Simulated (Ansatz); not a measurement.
Start from `C[Se][Ti]([F])([N](C)C)[N](C)C` and change one atom or group to get `C[N](C)[Ti]([F])([N](C)C)[N](C)C`.

Ansatz, PBE0-D4/def2-TZVP geometries, multiplicity 1. Each molecule was computed in one conformer, which needn't be the lowest.

Scalar relativity is left out up to krypton.

| property | `C[Se][Ti]([F])([N](C)C)[N](C)C` |
| --- | --- |
| HOMO–LUMO gap (ωB97M-V/def2-TZVPP) / eV | 8.98 |
| LUMO energy (PBE0/def2-TZVPP) / eV | -1.28 |
| HOMO–LUMO gap (B3LYP/def2-TZVPP) / eV | 4.30 |
| LUMO energy (PBE/def2-TZVPP) / eV | -2.23 |
| LUMO energy (B3LYP/def2-TZVPP) / eV | -1.53 |
| size of the dipole moment (B3LYP/def2-TZVPP) / D | 2.96 |

Q: What does the change do to each property? (Estimate.)

A: Computed: 
```
                                        property  `C[N](C)[Ti]([F])([N](C)C)[N](C)C`  shift
         HOMO–LUMO gap (ωB97M-V/def2-TZVPP) / eV                                9.90   0.92
              LUMO energy (PBE0/def2-TZVPP) / eV                               -0.59   0.69
           HOMO–LUMO gap (B3LYP/def2-TZVPP) / eV                                5.13   0.83
               LUMO energy (PBE/def2-TZVPP) / eV                               -1.53   0.70
             LUMO energy (B3LYP/def2-TZVPP) / eV                               -0.86   0.67
size of the dipole moment (B3LYP/def2-TZVPP) / D                                2.31  -0.65
```

With PBE0 the HOMO falls by 0.13 eV and the LUMO rises by 0.69 eV, so the gap widens by about 0.82 eV. PBE moves the HOMO by -0.01 eV and ωB97M-V by -0.29 eV. Dipoles are sizes alone; their direction can turn.

B3LYP here is the variant with VWN-RPA as its local correlation; programs differ in this.

Spin–orbit coupling is left out; it splits and shifts lone-pair levels of the heavy atoms by tenths of an eV.
